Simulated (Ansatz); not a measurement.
Consider the cleavage of the Al–Si bond: `C[SiH](N)[AlH][Cl]` + `N=C=O` → `O=C=[N][AlH][Cl]` + `C[SiH2]N`.

Calculated with Ansatz (gas phase, PBE0-D4/def2-TZVP geometries, no zero-point term in ΔE). CCSD(T)/CBS adds triple-zeta CCSD(T) − MP2 to the extrapolated MP2 energy (def2 sets, frozen cores). This one scheme is used for every species. DFT in def2-TZVPP. One conformer a species, not always the lowest.

```json
{"level": "B2PLYP", "ΔE (kJ/mol)": "-159.4"}
{"level": "HF/CBS(def2)", "ΔE (kJ/mol)": "-182.9"}
```

Problem. What does CCSD(T)/CBS give? (Best estimate.)

Solution. The calculation gave: -152.5 kJ/mol. The listed levels differ from it by -6.9, -30.4 kJ/mol.

Largest T1 diagnostic among the species: 0.018.

The D4 term adds +4.5 kJ/mol with B3LYP and +2.8 kJ/mol with PBE0; it sums over pairs of atoms, weighted by their polarisabilities, and B3LYP, whose exchange is more repulsive, gets the larger term. In def2-TZVPP, CCSD(T) changes the Hartree–Fock value by +28.3 kJ/mol (the triples alone add +4.3 kJ/mol) and MP2 by +18.4 kJ/mol.

B3LYP here is the variant with VWN-RPA as its local correlation; programs differ in this.
